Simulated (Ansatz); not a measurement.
C₂H₆F₂Si₂ (`F[SiH2]/C=C\[SiH2]F`) at its PBE0-D4/def2-TZVP geometry, where that method's forces vanish. Total charge 0; spin multiplicity 1.

```json
{"atom": "F1", "x (Å)": "0.438", "y (Å)": "2.003", "z (Å)": "-2.490"}
{"atom": "Si2", "x (Å)": "0.372", "y (Å)": "1.475", "z (Å)": "-0.974"}
{"atom": "C3", "x (Å)": "-0.166", "y (Å)": "-0.310", "z (Å)": "-1.126"}
{"atom": "C4", "x (Å)": "-0.371", "y (Å)": "-1.218", "z (Å)": "-0.166"}
{"atom": "Si5", "x (Å)": "-0.156", "y (Å)": "-0.891", "z (Å)": "1.641"}
{"atom": "F6", "x (Å)": "0.296", "y (Å)": "0.646", "z (Å)": "1.774"}
{"atom": "H7", "x (Å)": "1.731", "y (Å)": "1.623", "z (Å)": "-0.406"}
{"atom": "H8", "x (Å)": "-0.617", "y (Å)": "2.319", "z (Å)": "-0.266"}
{"atom": "H9", "x (Å)": "-0.327", "y (Å)": "-0.623", "z (Å)": "-2.161"}
{"atom": "H10", "x (Å)": "-0.687", "y (Å)": "-2.221", "z (Å)": "-0.460"}
{"atom": "H11", "x (Å)": "0.906", "y (Å)": "-1.736", "z (Å)": "2.240"}
{"atom": "H12", "x (Å)": "-1.421", "y (Å)": "-1.067", "z (Å)": "2.395"}
```

(1) For each bond, give half the difference of the two atoms' forces along it (eV/Å; positive pushes the atoms apart) under PBE-D4, r2SCAN-D4, B3LYP-D4, ωB97M-V in def2-TZVPP. (Estimate.)

Results:

(1) Computed: 
| bond | length (Å) | PBE-D4 | r2SCAN-D4 | B3LYP-D4 | ωB97M-V |
| --- | --- | --- | --- | --- | --- |
| F1–Si2 | 1.606 | 0.51 | 0.02 | 0.19 | 0.19 |
| Si2–C3 | 1.871 | -0.21 | -0.09 | 0.06 | 0.10 |
| Si2–H7 | 1.480 | 0.04 | -0.01 | -0.11 | -0.18 |
| Si2–H8 | 1.480 | 0.04 | -0.01 | -0.11 | -0.18 |
| C3–C4 | 1.338 | 0.38 | 0.25 | 0.09 | -0.02 |
| C3–H9 | 1.093 | 0.07 | -0.02 | -0.11 | -0.07 |
| C4–Si5 | 1.849 | -0.20 | -0.09 | 0.05 | 0.09 |
| C4–H10 | 1.091 | 0.04 | -0.05 | -0.09 | -0.06 |
| Si5–F6 | 1.608 | 0.53 | 0.05 | 0.22 | 0.21 |
| Si5–H11 | 1.483 | 0.03 | -0.02 | -0.12 | -0.18 |
| Si5–H12 | 1.483 | 0.03 | -0.02 | -0.12 | -0.18 |

B3LYP here is the variant with VWN-RPA as its local correlation; programs differ in this.
